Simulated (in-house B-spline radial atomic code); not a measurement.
A fraction x of an electron is removed from 2s in B III (B2+), starting from [He] 2s1 and keeping the highest spin. Level of theory: scalar-relativistic (X2C) revTPSS, spin-polarised, spherical fractional occupations, Fermi nucleus of rms radius 2.406 fm; calculated with an all-electron radial atomic-structure program (B-spline basis).

| x | E(x) - E(0) (eV) | 2s up level (eV) |
| --- | --- | --- |
| 0 | 0.0000 | -32.824 |
| 0.09 | 3.0009 | -33.860 |
| 0.19 | 6.4439 | -34.997 |
| 0.32 | 11.0879 | -36.441 |
| 0.38 | 13.2939 | -37.090 |
| 0.5 | 17.8205 | -38.341 |
| 0.52 | 18.5893 | -38.542 |
| 0.74 | 27.2968 | -40.547 |
| 0.85 | 31.8042 | -41.397 |
| 0.93 | 35.1421 | -42.079 |
| 1 | 38.1042 | - |

The exact functional would give a straight line between the two integer points. Deviations E(x) - E(0) - x[E(1) - E(0)], in eV: -0.428 at x = 0.09, -0.796 at x = 0.19, -1.105 at x = 0.32, -1.186 at x = 0.38, -1.232 at x = 0.5, -1.225 at x = 0.52, -0.9 at x = 0.74, -0.584 at x = 0.85, -0.295 at x = 0.93.

The curve lies below the straight line by up to 1.232 eV (at x = 0.5): convex, the delocalisation error that favours fractional charges.

Problem. How well does Slater's transition state (minus the level at half occupation) give the ionisation energy?

Solution. It gives 38.341 eV against 38.104 eV from the two total energies; NIST lists 37.93 eV, ground level to ground level.
